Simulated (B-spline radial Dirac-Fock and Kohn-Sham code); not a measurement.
**Tb 3s: cross section and angular parameters**

System: atomic terbium in the configuration [Xe] 4f9 6s2; threshold 1968.0 eV (tabulated edge). Method: Dirac-Hartree-Slater photoionisation with a Latter tail; cross sections with all multipoles, angular parameters from the dipole term and its interference with E2. Computed with a B-spline atomic structure program.

For linearly polarised light dσ/dΩ = σ/(4π) [1 + β P₂(cos θ) + (δ + γ cos²θ) sin θ cos φ], with θ from the polarisation vector and φ the angle between the beam and the projection of the electron momentum on the plane normal to the polarisation.

```
hν (eV)  σ (kb)      β       γ
   2580    29.5  1.958   0.699
   2810    26.0  1.960   0.564
   3340    19.8  1.964   0.336
   6000       ?      ?       ?
   6080    7.04  1.973  -0.113
   6290    6.61  1.973  -0.122
 8047.8    4.17  1.974  -0.138
  12000    1.88  1.976   0.058
  15000    1.19  1.976   0.284
```

Task: Give the values at 6000 eV.

Result: σ = 7.22 kb, β = 1.972, γ = -0.108. For an s subshell δ is negligible.
